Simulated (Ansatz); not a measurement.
BH2I (SMILES BI) moved off its minimum; all values from Ansatz (an electronic-structure program), cores frozen in correlated methods. Elements past Kr take the def2 small-core potentials, without spin–orbit coupling.
(charge 0, multiplicity 1)
```xyz
4

B     -0.9862    -1.4536     0.2692
H     -0.5656    -2.2902     1.1566
H     -2.0774    -1.6389    -0.4393
I      0.1835     0.2068     0.0146
```

Forces at r2SCAN/def2-TZVPP (eV/Å):

```csv
atom,Fx,Fy,Fz
B1,-1.539,-2.290,0.345
H2,-0.791,1.142,-1.361
H3,1.900,0.353,1.227
I4,0.430,0.795,-0.211
```

### Question
Give the forces (eV/Å), the total energy and the dipole at CCSD(T)/def2-TZVPPD.

### Answer

```json
[
 {"atom": "B1", "Fx": "-1.620", "Fy": "-2.409", "Fz": "0.364"},
 {"atom": "H2", "Fx": "-0.821", "Fy": "1.152", "Fz": "-1.390"},
 {"atom": "H3", "Fx": "1.929", "Fy": "0.343", "Fz": "1.256"},
 {"atom": "I4", "Fx": "0.512", "Fy": "0.914", "Fz": "-0.231"}
]
```
Energy -322.7945 hartree, dipole 0.10 D.
